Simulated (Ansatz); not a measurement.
Cl₃Ga, SMILES [Cl][Ga]([Cl])[Cl] (connectivity only; charge and spin as stated), charge +1, multiplicity 2.

Geometry optimised at B3LYP-D3(BJ)/def2-SVP. The multiplicity is an assumed one; other spin states were not compared. The isomer is the one that the SMILES or the coordinates give; other isomers of the formula were not compared.

Two levels are set side by side: PBE/def2-SVPD (Ansatz, an electronic-structure program) and CAM-B3LYP/def2-SVPD (Ansatz). Energy differences of separate SCF runs at the same geometry; the states with an electron removed or added have multiplicity 3 and 1. Differences are taken from unrounded values.

```
quantity                         CAM-B3LYP    PBE  PBE minus CAM-B3LYP
-------------------------------  ---------  -----  -------------------
vertical ionisation energy (eV)      17.69  16.89                -0.79
vertical electron affinity (eV)      10.35   9.95                -0.41
```
